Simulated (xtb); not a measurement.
CH₅ClFNSi, SMILES [Si@](Cl)(N)(F)C. All values are semi-empirical tight-binding results from xtb (GFN2-xTB unless named), good for trends rather than for accurate numbers. Geometry: GFN2-xTB. The structure was generated by enumeration; whether it is a known compound was not checked. The values are those of a single conformer.

Computed properties:
```yaml
orbital_gap: 6.83 eV
dipole_moment: 3.52 D
zero_point_energy: 41.6 kcal/mol
G − E(el) at 298.15 K (modified RRHO): 21.1 kcal/mol
static polarisability (D4 model): 70.2 bohr³
solvation energy, GFN2-xTB/ALPB(water): -4.7 kcal/mol
solvation energy, GFN2-xTB/ALPB(thf): -7.0 kcal/mol
```
